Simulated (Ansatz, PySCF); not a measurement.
System: C3HO, net charge 0, doublet state. It need not be the lowest isomer of its formula. 
Structure (B3LYP-D3(BJ)/def2-TZVP (Ansatz, an electronic-structure program) minimum search):
```
C
O 1 1.1862
C 1 1.4444 2 149.03
C 3 1.3287 1 62.86 2 -180.00
H 3 1.0798 4 153.24 1 180.00
```
Charge 0, spin multiplicity 2.

Wanted: atomisation energy (electronic, to ground-state atoms), in kcal/mol. Correlated levels leave the core frozen unless marked. Open shells are spin-unrestricted. No spin-orbit coupling. No relativistic terms. The coupled-cluster limit lacks core correlation, which all-electron functionals hold. CBS marks a two-point X^-3 extrapolation of the correlation energy; Hartree-Fock from the larger set. The bracket is a focal-point correction in the basis named.

```csv
level,program,atomisation energy (kcal/mol)
HF/6-31G,Ansatz,293.8
HF/aug-cc-pVTZ,Ansatz,360.8
HF/aug-cc-pVQZ,Ansatz,362.1
SVWN5/def2-TZVPD,Ansatz,673.7
TPSS-D3(BJ)/def2-TZVPD,PySCF + dftd3,566.2
r2SCAN-D4/def2-TZVPD,Ansatz + dftd4,567.1
B97M-V/def2-TZVPD,Ansatz,563.1
B3LYP-D4/def2-TZVPD,Ansatz + dftd4,556.9
PBE0-D4/def2-TZVPD,Ansatz + dftd4,569.1
r2SCANh/def2-TZVPD,Ansatz,557.8
HSE06-D4/def2-TZVPD,Ansatz + dftd4,569.9
RPA@PBE/cc-pVTZ,Ansatz,500.7
RPA@PBE/cc-pVQZ,Ansatz,510.0
MP2/6-31G,Ansatz,456.2
MP2/6-31G*,Ansatz,534.3
"RI-MP2/CBS(aug-cc-pVTZ,aug-cc-pVQZ)",Ansatz,578.3
SCS-MP2/aug-cc-pVDZ,Ansatz,515.9
CCSD/cc-pVTZ,Ansatz,514.4
CCSD(T)/STO-3G,Ansatz,480.8
CCSD(T)/aug-cc-pVDZ,Ansatz,502.4
"RI-MP2/CBS(cc-pVTZ,cc-pVQZ)+[CCSD(T)-MP2]/cc-pVTZ",Ansatz,550.7
```
